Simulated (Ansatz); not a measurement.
```yaml
crystal:
  periodic: [false, false, false]
  atoms:
    - {symbol: O, position_ang: [0.157449, 1.359697, -1.566900]}
    - {symbol: C, position_ang: [-0.012857, 0.530204, -0.565399]}
    - {symbol: B, position_ang: [0.838752, -0.467212, -0.491807]}
    - {symbol: Si, position_ang: [0.084369, -1.386817, 1.263028]}
    - {symbol: H, position_ang: [-0.646503, 2.221484, -1.491308]}
    - {symbol: H, position_ang: [-1.099351, 1.191547, 0.067691]}
    - {symbol: H, position_ang: [1.882987, -0.792286, -1.095856]}
    - {symbol: H, position_ang: [0.433115, -2.647718, 1.942888]}
    - {symbol: H, position_ang: [-1.152608, -0.666210, 1.603214]}
basis:
  gaussian: {orbitals: pcseg-2}
total_charge: 4
hamiltonian: {xc: {name: wB97M-V}}
output: {forces: true}
```

```sh
$ ansatz run in.yaml --threads 2 --pin off --events-out ev --progress --plain --max-ram 4352MiB
```

Shortened log:

```
Functional definition: wB97M-V
1010 factors; their error is unknown
263 factors; integrals over basis functions are off by at most 2.0e-5 eV
mean field evaluation 1: about -11538.2597 eV, gradient 1.8e2 eV
mean field evaluation 2: about -10538.4802 eV, gradient 4.1e2 eV
mean field evaluation 4: about -11635.7196 eV, gradient 4.0e1 eV
mean field evaluation 8: about -11639.3177 eV, gradient 4.7e-1 eV
mean field evaluation 16: about -11639.3074 eV, gradient 6.0e-3 eV
mean field -11639.30737933 eV, -427.7366567845 hartree, gradient 5.4e-5 eV, S^2 0.000000; 0 other end points of the search recorded, 0 dependent functions left out
reference -11639.30741980 eV, -427.7366582716 hartree; 17, 17 occupied and 177, 177 virtual orbitals, 1010 factors
Total energy: -11639.30741980 eV, -427.7366582716 hartree
Atom 0 at     0.157449     1.359697    -1.566900 Å, force    -2.652475     1.192081     1.683302 eV/Å
Atom 1 at    -0.012857     0.530204    -0.565399 Å, force    -9.023343    12.077686    -2.087302 eV/Å
Atom 2 at     0.838752    -0.467212    -0.491807 Å, force     6.944695    -3.709964    -3.905191 eV/Å
Atom 3 at     0.084369    -1.386817     1.263028 Å, force    -2.102180    -3.446154     5.585419 eV/Å
Atom 4 at    -0.646503     2.221484    -1.491308 Å, force     2.466438    -1.328389    -1.490520 eV/Å
Atom 5 at    -1.099351     1.191547     0.067691 Å, force     2.054956    -2.095110    -0.333652 eV/Å
Atom 6 at     1.882987    -0.792286    -1.095856 Å, force     1.376699    -1.875284     0.560173 eV/Å
Atom 7 at     0.433115    -2.647718     1.942888 Å, force     1.540221    -1.739379     0.173525 eV/Å
Atom 8 at    -1.152608    -0.666210     1.603214 Å, force    -0.605012     0.924513    -0.185754 eV/Å
Dipole moment:    -0.256489    -0.280898     0.631292 e Å
```

Problem. Something in this input is off. What?

Solution. The charge is far from anything that the molecule holds. Self-consistency was reached. The result belongs to that input, not to the molecule as meant.
